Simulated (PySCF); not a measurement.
## Field gradients at the hydrogen positions

Species: C7H15FSi.
Cartesian coordinates in Å at the GFN2-xTB level; atoms count from 1:
```xyz
24
C7H15FSi angstrom
C     -2.6305   -0.6798   -0.4222
C     -1.4232    0.2253   -0.6437
C     -0.6225    0.4992    0.6333
C      0.4236    1.6039    0.4249
C      1.4753    1.2957   -0.6404
Si     2.3830   -0.3228   -0.2334
C      0.9922   -1.4956    0.3293
C     -0.0032   -0.7749    1.2239
F      0.6424   -0.4256    2.4055
H     -3.2271   -0.7360   -1.3301
H     -2.3248   -1.6895   -0.1597
H     -3.2592   -0.2916    0.3764
H     -1.7741    1.1866   -1.0274
H     -0.7778   -0.2169   -1.4031
H     -1.3235    0.8728    1.3916
H     -0.1051    2.5255    0.1625
H      0.9265    1.7783    1.3784
H      2.1770    2.1295   -0.6845
H      1.0016    1.2450   -1.6216
H      3.0465   -0.8818   -1.4179
H      3.3429   -0.1163    0.8537
H      0.4525   -1.9130   -0.5189
H      1.3983   -2.3392    0.8882
H     -0.8027   -1.4589    1.5431
```

Level: PBE0/pcSseg-1 (PySCF, non-relativistic); Q(2H) = 0.00286 b; rigid geometry, the same for H and D, with no vibrational averaging.

Question: Rank these positions by the coupling χzz of a deuteron there, largest first.
A. H15 (methine hydrogen)
B. H20 (Si–H hydrogen)
C. H24 (methine hydrogen)
D. H14 (methylene hydrogen)
E. H16 (methylene hydrogen)
F. H12 (methyl hydrogen)

Answer: F (211 kHz), D (206 kHz), E (202 kHz), A (194 kHz), C (188 kHz), B (108 kHz).

Give the electric field gradient Vzz (the principal value of largest size), its asymmetry and the 2H coupling at each hydrogen.

| atom | bonded to | bond length (Å) | Vzz (au) | η | χzz (kHz) |
| --- | --- | --- | --- | --- | --- |
| H10 | C1 | 1.088 | 0.3154 | 0.01 | 212 |
| H11 | C1 | 1.087 | 0.3162 | 0.02 | 212 |
| H12 | C1 | 1.088 | 0.3141 | 0.02 | 211 |
| H13 | C2 | 1.093 | 0.3020 | 0.02 | 203 |
| H14 | C2 | 1.090 | 0.3071 | 0.01 | 206 |
| H15 | C3 | 1.098 | 0.2893 | 0.01 | 194 |
| H16 | C4 | 1.094 | 0.3010 | 0.03 | 202 |
| H17 | C4 | 1.092 | 0.2999 | 0.02 | 202 |
| H18 | C5 | 1.091 | 0.3145 | 0.02 | 211 |
| H19 | C5 | 1.091 | 0.3137 | 0.03 | 211 |
| H20 | Si6 | 1.468 | 0.1602 | 0.00 | 108 |
| H21 | Si6 | 1.465 | 0.1623 | 0.02 | 109 |
| H22 | C7 | 1.089 | 0.3174 | 0.04 | 213 |
| H23 | C7 | 1.090 | 0.3128 | 0.03 | 210 |
| H24 | C8 | 1.100 | 0.2800 | 0.07 | 188 |

Average by the element that carries the hydrogen.

on C: 206 kHz over 13 positions, mean bond length 1.092 Å; on Si: 108 kHz over 2 positions, mean bond length 1.467 Å.

How does χzz go with the bond length over the 13 C–H bonds?

A straight-line fit has a slope of -19.2 kHz for each 0.01 Å, with a correlation coefficient of -0.95, over lengths from 1.087 to 1.100 Å. The longer bonds have the smaller couplings here.

A static deuteron (I = 1) shows a doublet split by (3/2)χ, (3/4)χ(1 + η) and (3/4)χ(1 − η) with the field along z, y and x of the gradient. What are these for H21?

With |χ| = 109.1 kHz and η = 0.016: 164, 83 and 81 kHz, to first order and without motion.

Isolated species at its GFN2-xTB geometry (one conformer only). GFN2-xTB bond lengths can be off by several hundredths of an ångström, more for odd bonds, and the gradients follow them. These gradients aren't converged with respect to the basis.
